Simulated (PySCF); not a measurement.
Method: B3LYP-D3(BJ)/def2-TZVP // TPSS-D3(BJ)/def2-SVP run with PySCF. Isolated molecules, 0 K electronic values unless said otherwise. One relaxed conformer stands for a flexible species; it need not be the lowest. B3LYP has the VWN-RPA correlation part, as in Gaussian. 

Reference species: [W(F)3(OH)3] (neutral, multiplicity 1).

coordination number: 6
mean distance from the central atom to its bonded neighbours: 1.887 Å
charge on the central atom (Mulliken): 1.71 e
HOMO–LUMO gap: 6.28 eV

Changed species: [W(OH)6] (6 of 6 F replaced by OH; the reference has 3 of 6 F replaced by OH).

Predict the effect on the coordination number, mean distance from the central atom to its bonded neighbours, charge on the central atom (Mulliken) and HOMO–LUMO gap.

the coordination number hardly moves; the mean distance from the central atom to its bonded neighbours rises by 0.049 Å, to 1.936 Å; the charge on the central atom (Mulliken) falls by 0.16 e, to 1.55 e; the HOMO–LUMO gap falls by 0.76 eV, to 5.52 eV.
